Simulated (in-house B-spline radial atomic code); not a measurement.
## Binding energies in Re5+

NIST's tabulated ground configuration is [Xe] 4f14 5d2; each binding energy is the energy of the ion with one electron taken from that subshell, relaxed, less that of the parent. Computed with an all-electron radial atomic-structure program (B-spline basis): Dirac-Hartree-Fock, average of configuration, Fermi nucleus of rms radius 5.3698 fm. Energies include first-order Breit, QED and recoil terms.

```tsv
subshell	X-ray name	binding energy (eV)	-ε (eV)	relaxation (eV)
1s	K	71747.7	72199.9	86.9
2s	L1	12610.5	12707.1	51.2
3s	M1	3014.7	3051.9	28.1
3p1/2	M2	2760.2	2797.7	29.1
3p3/2	M3	2447.2	2479.7	27.4
4s	N1	706.1	718.6	10.5
4p1/2	N2	599.5	611.5	10.3
4p3/2	N3	526.4	536.6	9.2
5s	O1	158.7	160.5	1.5
5p1/2	O2	122.7	124.3	1.3
4f5/2	N6	115.5	122.9	7.5
4f7/2	N7	113.1	120.2	7.3
5p3/2	O3	111	112.1	1.1
5d	O4,5	65.74	66.21	0.48
```

Relaxation = -ε minus the binding energy without Breit, QED and recoil terms.

Emission lines follow as differences of binding energies, with λ = 12398.42 eV·Å / E:

```csv
line,holes,energy (eV),wavelength (Å)
K-M3,1s → 3p3/2,69300.5,0.17891
L1-M3,2s → 3p3/2,10163.3,1.2199
```

What does it cost to remove both a 3p1/2 and a 4s electron?

3504.1 eV, which is 37.77 eV more than the two single binding energies together.

What does it cost to remove both a 4f7/2 and a 4f5/2 electron?

258.27 eV, which is 29.61 eV more than the two single binding energies together.

What does it cost to remove both a 4s and a 5p3/2 electron?

837.64 eV, which is 20.55 eV more than the two single binding energies together.
